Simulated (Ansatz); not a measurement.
# Relative stability

The two ends of one reaction step of Si2NH7OF4, closed shell (PBE0-D4/def2-TZVP).

A:

```
15
angstrom
Si -0.7960 0.6512 0.5958
O 0.0863 -0.1088 -0.5985
Si -0.2210 0.0069 -2.2472
F -1.6938 1.5185 -0.4436
F -0.1656 1.9084 1.3558
F -2.0406 -0.1014 1.2674
H 1.2884 -0.4027 1.7240
N 0.2865 -0.4359 1.9094
H 1.5662 -0.6426 -0.2797
F 2.3887 -0.9140 0.1195
H 0.0046 1.3858 -2.7301
H 0.7699 -0.9111 -2.8602
H -1.5935 -0.4578 -2.5428
H 0.1121 -0.0852 2.8452
H 0.0077 -1.4115 1.8849
```

B:

```tsv
atom	x (Å)	y (Å)	z (Å)
Si1	-0.9512	0.8361	1.3098
O2	0.3839	-0.5591	-0.9538
Si3	0.0505	-0.1286	-2.5155
F4	-2.1280	0.5935	0.2981
F5	0.0266	1.8915	0.6854
F6	-1.5516	1.4894	2.6124
H7	1.5003	-0.4136	1.4459
N8	-0.1540	-0.5966	1.7999
H9	1.2856	-0.4369	-0.6229
F10	2.3376	-0.3767	0.9789
H11	0.1253	1.3439	-2.7007
H12	1.0034	-0.7773	-3.4551
H13	-1.3274	-0.6021	-2.7798
H14	-0.3428	-0.8959	2.7472
H15	-0.2583	-1.3677	1.1503
```

Program: Ansatz 0.2.0. Basis: def2-TZVPP. Cores are frozen in the correlated methods. B3LYP uses VWN-RPA correlation.

Problem. Which structure is lower at CCSD(T), and by how much? (An estimate is asked for; the value comes from the calculation.)

Solution. Computed: A, by 0.694 eV (electronic energy, against the other). By their contacts, A is a complex of Si₂NH₆OF₃ ([NH3][Si]([F])([F])([F])[O][SiH3]) + HF and B is a complex of SiNH₂F₃ ([NH2][Si]([F])([F])[F]) + SiH₄O ([OH][SiH3]) + HF.

All methods give the same order:

```tsv
method	E(B) − E(A) (eV)
SPW92	0.851
PBE-D4	0.610
BLYP-D4	0.517
r2SCAN-D4	0.696
B97M-V	0.660
PBE0-D4	0.663
B3LYP-D4	0.579
r2SCAN0-D4	0.718
BHLYP-D4	0.649
CAM-B3LYP-D4	0.647
wB97X-V	0.686
wB97M-V	0.688
B2PLYP	0.617
PBE-QIDH	0.722
RPA on PBE	0.682
HF	0.511
MP2	0.687
CCSD	0.674
CCSD(T)	0.694
```

T1 diagnostic: at most 0.012.

Labels in which every atom is bracketed show which atoms are joined, not bond orders.

For scale, one of the runs: CCSD(T)/def2-TZVPP, 368 basis functions, launched by `ansatz run in.yaml --threads 4 --pin off --events-out ev --progress --plain --max-ram 66560MiB --backend cuda --devices 0, --max-vram 37GiB`. The run took 36 s on 4 CPU threads of an AMD EPYC 7R13 and a share of one NVIDIA H100 (shared host), with 1.5 GiB of host memory at its peak.
